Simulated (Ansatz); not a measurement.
B7N6⁺. Charge 1, multiplicity 1. Geometry PBE-D4/def2-SVP, basis def2-TZVP, Ansatz.

```
atom   x (Å)   y (Å)   z (Å)
  B1   1.022   0.020  -0.806
  B2  -1.370  -1.451  -0.716
  B3   2.878   0.945  -1.148
  B4  -2.922  -1.372   0.645
  B5  -1.757   0.122   1.582
  B6   2.072   1.681   0.437
  B7  -0.337   0.319   0.676
  N8   3.208   1.894  -0.218
  N9  -2.551  -2.017  -0.469
 N10   0.892   0.984   0.515
 N11   2.072   0.002  -1.683
 N12  -0.313  -0.613  -0.520
 N13  -2.893  -0.513   1.705
```

```tsv
run	HOMO (eV)	LUMO (eV)
A	-11.29	-8.29
B	-11.90	-7.83
C	-11.47	-8.14
D	-12.42	-7.45
```

Another isomer (singlet) lies 1.74 eV lower at PBE0-D4/def2-TZVP; other spin states weren't run for this one.

Task: The runs used PBE, PBE0, r2SCAN, r2SCANh. Estimate which is which.

Result: A PBE (0 % exact exchange); B r2SCANh (10 % exact exchange); C r2SCAN (0 % exact exchange); D PBE0 (25 % exact exchange). Exact exchange lowers occupied and raises empty levels; among semilocal functionals meta-GGAs tend to open the gap a little, and such runs are hard to tell apart. The gap grows from 2.99 eV (PBE) to 4.97 eV (PBE0).
